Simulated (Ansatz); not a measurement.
BH₃S₃ (`SB(S)S`), relaxed with RKS PBE0-D4/def2-TZVP in Ansatz from a PBE-D4/def2-SVP geometry. The force threshold is 0.005 eV/Å; the program also tests the step.

Charge 0, multiplicity 1.

Start:

```xyz
7

S    -0.318   -1.943   -0.780
B    -0.001   -0.234   -0.240
S     0.453    0.917   -1.574
S    -0.157    0.170    1.527
H    -0.783   -2.402    0.415
H     0.785    1.973   -0.781
H     0.022    1.519    1.433
```

```tsv
step	energy (eV)	largest force (eV/Å)	largest move (Å)
1	-33222.8715	0.543	0.000
2	-33222.8926	0.232	0.018
3 (rejected)	-33222.8910	0.210	0.049
4	-33222.8979	0.059	0.024
5	-33222.8991	0.012	0.039
6	-33222.8993	0.017	0.023
7	-33222.8993	0.008	0.006
8	-33222.8993	0.001	0.002
```

End:

```xyz
7

S    -0.364   -1.918   -0.779
B    -0.014   -0.229   -0.242
S     0.540    0.887   -1.545
S    -0.241    0.190    1.495
H    -0.728   -2.398    0.422
H     0.689    1.986   -0.790
H     0.117    1.482    1.439
```

Run time 31 s (2 threads of a server CPU on a shared host); peak host memory 0.38 GiB.
